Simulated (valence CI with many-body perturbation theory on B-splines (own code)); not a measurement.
Hg LXXV in brief

Calculated by valence CI with perturbative core correlation (CI+MBPT): four valence electrons over a frozen Dirac-Fock core [He], radial functions for each j: 11 s, 11 p, 10 d, 8 f, 5 g, 2 h, with the one-electron correlation potential Σ1 (screened to all orders), the two-electron term Σ2, the three-electron term Σ3, Breit, model QED; selected single and double excitations, second order for the rest, scaled by the run's own slope (own B-spline code, finite nucleus).

No measured spectrum was set against this ion. As an estimate, large intervals hold to a few tenths of a per cent, small ones and those within an open d or f shell to about a per cent. Among the levels kept, up to 1400 cm⁻¹ of a level comes from second order outside the variational space, and about a tenth of that is noise between levels of different J, which matters for small intervals.

Levels are named by their leading jj configuration (3d3/2^4 stands for four electrons in 3d with j = 3/2), which in mixed levels can hold well under half, so a name can repeat and another be missing.

Rates and lifetimes use the calculated energies. Strong lines usually hold to 10 to 20 %, long lifetimes can be off by a factor of two.

Question: What is the ground level?

Answer: (2s^2 2p1/2^2) J=0, composition 68 % 2s2 2p2 3P + 32 % 2s2 2p2 1S.

Question: Among levels below 144360 × 10³ cm⁻¹, which E1 lines absorb most strongly from the ground level?

Answer: to (2s^2 2p1/2 3d3/2) J=1 at 0.09280 nm, f = 1.06; to (2s 2p1/2^2 2p3/2) J=1 at 0.5008 nm, f = 0.307; to (2s 2p1/2^2 3p1/2) J=1 at 0.09566 nm, f = 0.307.

Question: Name the longest-lived excited levels whose lifetime is computed, and their main decay.

Answer: (2s^2 2p1/2 2p3/2) J=2 at 16544 × 10³ cm⁻¹ lives 2.66 ns, mostly by E2 to (2s^2 2p1/2^2) J=0; (2s 2p1/2^2 2p3/2) J=2 at 19179 × 10³ cm⁻¹ lives 24.3 ps, mostly by E1 to (2s^2 2p1/2 2p3/2) J=1; (2s^2 2p1/2 2p3/2) J=1 at 16398 × 10³ cm⁻¹ lives 19.8 ps, mostly by M1 to (2s^2 2p1/2^2) J=0.

Question: How well does LS coupling describe the low levels?

Answer: Among the lowest 20 levels the leading LS term, summed over configurations, holds 67 % on average. For single configurations the figures are 67 % in LS and 100 % in jj coupling. Terms mix most in the J = 1 level at 19967 × 10³ cm⁻¹, where the leading one holds 31 %.

Question: Where does the other parity begin?

Answer: At (2s 2p1/2^2 2p3/2) J=2, 19179 × 10³ cm⁻¹.

Question: What is the ionisation energy?

Answer: 22124 eV; NIST lists 22120 ± 90 eV (theoretical).
